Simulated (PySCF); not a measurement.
Al(Me)2(SeH) (C2H7AlSe), SMILES [CH3][Al]([CH3])[SeH].

Geometry optimised at TPSSh-D3(BJ)/def2-SVP. The structure was generated by enumeration; whether it is a known compound was not checked. One conformer was computed; it need not be the lowest.

Two levels are set side by side: TDDFT-PBE/def2-SVPD (PySCF) and TDDFT-ωB97X/def2-SVPD (PySCF). Vertical, same geometry. The lowest singlet is HOMO→LUMO+1 62 %, HOMO→LUMO 35 % with PBE and HOMO→LUMO+2 56 %, HOMO→LUMO 27 % with the other functional; states are paired by order. Differences are taken from unrounded values.

```csv
quantity,TDDFT-ωB97X
lowest singlet excitation (eV),5.72
lowest triplet excitation (TDA) (eV),5.34
first bright state (f over 0.05) (eV),5.98
its oscillator strength,0.08
```

Question: What does TDDFT-PBE give, and how far is it from TDDFT-ωB97X? (An estimate is asked for; the answer gives what the named calculation found.)

Answer: 
```json
[
 {"quantity": "lowest singlet excitation (eV)", "TDDFT-PBE": "5.00", "TDDFT-PBE minus TDDFT-ωB97X": "-0.72"},
 {"quantity": "lowest triplet excitation (TDA) (eV)", "TDDFT-PBE": "4.25", "TDDFT-PBE minus TDDFT-ωB97X": "-1.09"},
 {"quantity": "first bright state (f over 0.05) (eV)", "TDDFT-PBE": "5.00", "TDDFT-PBE minus TDDFT-ωB97X": "-0.98"},
 {"quantity": "its oscillator strength", "TDDFT-PBE": "0.06", "TDDFT-PBE minus TDDFT-ωB97X": "-0.02"}
]
```

A lower first singlet is the usual sign of a functional without exact exchange. Differences between two approximate levels are no errors against the true value.

Rough cost on one machine, each run with all the roots and properties that it gave: TDDFT-ωB97X against TDDFT-PBE about 8 times.
